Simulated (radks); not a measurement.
Spherical jellium clusters: N electrons in a uniform positive sphere of charge N and radius rs N^(1/3), rs = 5.34 bohr. Method: non-relativistic Kohn-Sham, PBEsol, spin-polarised, spherical densities; computed with a radial shooting solver with Libxc functionals. Levels are named by radial order and angular momentum (1s, 1p, 1d, 2s, ...), and open shells are averaged over m.

N = 2, configuration 1s2. This is the lowest configuration that the search found. Occupied and some empty levels:

level  occupation  eigenvalue (eV)  <r> (bohr)
1s              2          -2.5203       5.131
1p              0          -1.2036       6.946

Energy (eV): total -3.26774, kinetic 2.0045, external -19.113, Hartree 9.5536, exchange-correlation -5.4199, background 9.7068.
